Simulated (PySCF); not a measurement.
H4S3Si.

```xyz
8

Si    -0.3800     0.3213     0.1843
S     -0.8358    -0.5968    -1.6918
S     -0.0455    -1.2988     1.5482
S      1.2819     1.6261    -0.1218
H     -1.4448     1.2190     0.7098
H     -1.6623    -1.5264    -1.1596
H     -0.0899    -0.5157     2.6502
H      2.1074     0.6383    -0.5350
```
Charge 0, spin multiplicity 1.

Coordinates come from a PBE0-D3(BJ)/def2-SVP optimisation. The values are those of a single conformer.

These are B3LYP/pcSseg-1 in PySCF values and carry that method's errors. Non-relativistic, no solvent.

Computed absolute GIAO shielding of each atom: isotropic value and principal components (ppm):
```tsv
atom	σ(iso)	σ11	σ22	σ33	span
Si1	312.9	235.6	318.3	384.8	149.3
S2	650.5	533.3	604.6	813.7	280.3
S3	615.4	483.9	584.0	778.3	294.4
S4	620.8	524.3	582.4	755.7	231.4
H5	25.5	22.3	23.0	31.0	8.7
H6	30.3	22.0	28.1	40.8	18.8
H7	30.4	23.1	26.8	41.2	18.1
H8	30.5	23.7	28.3	39.4	15.8
```
